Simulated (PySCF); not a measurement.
**Ionisation energy of O(2+) by level of theory**

O(2+) [He] 2s2 2p2 (3P) → O(3+) [He] 2s2 2p1 (2P), as a difference of total energies. Calculation: PySCF 2.14, in dyall-acv3z (15s9p4d2f, 76 functions); the non-relativistic Hamiltonian (point nucleus). Correlated levels: valence and next inner shell: nothing frozen; virtual orbitals above 40 to 60 times the deepest correlated orbital energy dropped. The calculations carry no spin-orbit coupling.

```csv
method,ionisation energy (eV),difference from reference (eV)
UHF,54.612,-0.324
MP2 (valence and next inner shell),55.038,+0.102
SCS-MP2 (valence and next inner shell),54.874,-0.062
CCSD (valence and next inner shell),54.833,-0.103
CCSD(T) (valence and next inner shell),54.839,-0.097
```

Reference: 54.936 eV (semi-empirical (NIST evaluation); NIST Atomic Spectra Database, ionization energies).

Errors of the correlated levels include the incompleteness of this basis.
